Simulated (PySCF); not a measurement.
## Computed properties of C3H7NSi, SMILES [SiH3]C1=NCC1

C3H7NSi, SMILES [SiH3]C1=NCC1. The structure is a stationary point at PBE0-D3(BJ)/def2-SVP. The structure was generated by enumeration, and PubChem lists no compound with its InChIKey, so it may never have been made. One conformer was computed; it need not be the lowest. All values are computed for the isolated molecule unless a solvent is named; none is compared with measurement here.

**Structure.** The optimised structure has Cs symmetry. All 30 harmonic modes at PBE0-D3(BJ)/def2-SVP (PySCF) are real, so it is a minimum. With heavy atoms numbered as in [SiH3:1][C:2]1=[N:3][CH2:4][CH2:5]1, the shortest bond between them is C2–N3 at 1.293 Å and the longest Si1–C2 at 1.888 Å.

**Vibrations.** The strongest infrared lines (harmonic, unscaled, degenerate partners summed) lie at 898 cm⁻¹ (218 km/mol, H 77 %, C 13 %), 2230 cm⁻¹ (103 km/mol, H 96 %), 2264 cm⁻¹ (79 km/mol, H 96 %). The softest mode is at 74 cm⁻¹ and the zero-point energy is 56.6 kcal/mol.

**Electronic structure.** PBE0/def2-TZVP (PySCF) places the frontier levels at -7.40 and -0.74 eV, a gap of 6.66 eV, and gives a dipole moment of 2.17 D and a mean polarisability of 68.0 bohr³. PBE/def2-TZVP (PySCF) at the same geometry gives -5.92 and -1.79 eV, so its gap is 2.53 eV narrower. An orbital gap is neither the optical nor the fundamental gap.

**Excitations.** TDDFT-B3LYP/def2-SVPD (PySCF) has S1 at 4.69 eV (264 nm, f = 0.002, dark); the most intense of the 10 singlets computed lies at 7.26 eV (f = 0.17). T1 (TDA) is at 3.89 eV. TDDFT-PBE/def2-SVPD (PySCF) puts S1 at 4.50 eV. No vertical singlet excitation falls in the visible range (under 3.1 eV).

**NMR.** GIAO shifts at HF/pcSseg-1 (PySCF) (non-relativistic, atoms alike by connectivity averaged): ¹³C from 37.3 to 217.3 ppm against TMS; ¹H from 3.0 to 4.5 ppm against TMS; ²⁹Si at -71.8 ppm against TMS.

**Solvation.** SMD-M06-2X/def2-SVP (PySCF) gives -4.7 kcal/mol in water, -2.8 kcal/mol in n-hexane, -4.0 kcal/mol in chlorobenzene (1 M in both phases, gas-phase geometry); of these solvents water holds the molecule best.
